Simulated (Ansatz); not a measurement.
Geometry optimisation, Ansatz 0.2.0, UKS PBE/def2-SVP.

input.yaml

```yaml
crystal:
  periodic: [false, false, false]
  atoms:
    - { symbol: Ga, position_ang: [0.0, 0.0, -0.340634] }
    - { symbol: H, position_ang: [0.0, 0.0, 2.43181] }
    - { symbol: Cl, position_ang: [1.899001, 0.0, -1.443216] }
    - { symbol: Cl, position_ang: [-1.899001, 0.0, -1.443216] }
    - { symbol: H, position_ang: [0.0, 0.0, 3.155257] }
magnetization:
  spin_polarized: true
  initial_magnetization: 1
basis:
  gaussian: { orbitals: def2-SVP }
hamiltonian:
  xc: pbe
relax:
  f_tol: 0.03
  max_steps: 50
```

Command:

```bash
$ ansatz run input.yaml --threads 2 --pin off --max-ram 3072MiB --backend cpu --events-out ev --progress --plain --runs-dir out
```

Question: Where does it end, and by what steps?

Answer: It converged. The force dipped under the threshold on the way, but the program's further checks kept it going. After 3 steps the energy has fallen by 0.053 eV; H5 moved furthest, 0.28 Å.

```
step  energy less start (eV)  largest force component (eV/Å)  accepted
   0                  0.0000                           1.905       yes
   1                 -0.0523                           0.086       yes
   2                 -0.0530                           0.011       yes
   3                 -0.0532                           0.003       yes
```

```xyz
5
Properties=species:S:1:pos:R:3
Ga 0.000 0.000 -0.513
H 0.000 0.000 2.664
Cl 1.900 0.000 -1.612
Cl -1.900 0.000 -1.612
H 0.000 0.000 3.434
```

Whether the end is a true minimum wasn't checked by a vibrational analysis.

The run took 7.9 s on 2 threads of Arm Neoverse V1, on a shared host, peak memory 0.15 GiB.
